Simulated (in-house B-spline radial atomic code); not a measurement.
# Solving the quasi-particle equation for 5s of the iodine ion I⁵⁺

Configuration [Kr] 4d10 5s2, start PBE; correlation leaves out the 6 deepest shells. Computed with an all-electron radial atomic-structure program (B-spline basis): all electrons, scalar-relativistic (spin-free one-electron X2C), finite nucleus, each spin shell either full or empty, empty states to l = 9 with an (l + 1/2)⁻⁴ tail; G0W0 by contour deformation at full frequency.

At the mean-field level ε = -68.967 eV the matrix elements are Σx = -20.844 eV, v_xc = -17.351 eV and Σc(ε) = -2.848 eV, and the slope of the correlation self-energy is dΣc/dω = -0.0482. The quasi-particle energy solves E = ε + Σx − v_xc + Σc(E).

**Question.** What does the linearised equation give?

**Answer.** Z = 1/(1 − dΣc/dω) = 1/1.0482 = 0.9540. The first-order shift is Σx − v_xc + Σc(ε) = -20.844 − (-17.351) + (-2.848) = -6.341 eV, so E ≈ ε + Z × shift = -68.967 + 0.9540 × (-6.341) = -75.016 eV.

**Question.** How does that compare with the full solution and with static screening?

**Answer.** Solving the equation at full frequency dependence gives E = -75.040 eV, where Σc = -2.580 eV and the weight is 0.961; the linearised value is off by 24 meV. Leaving Z out would give -75.308 eV. Static COHSEX puts -4.866 eV in place of Σc and gives -77.326 eV, 2.29 eV deeper.
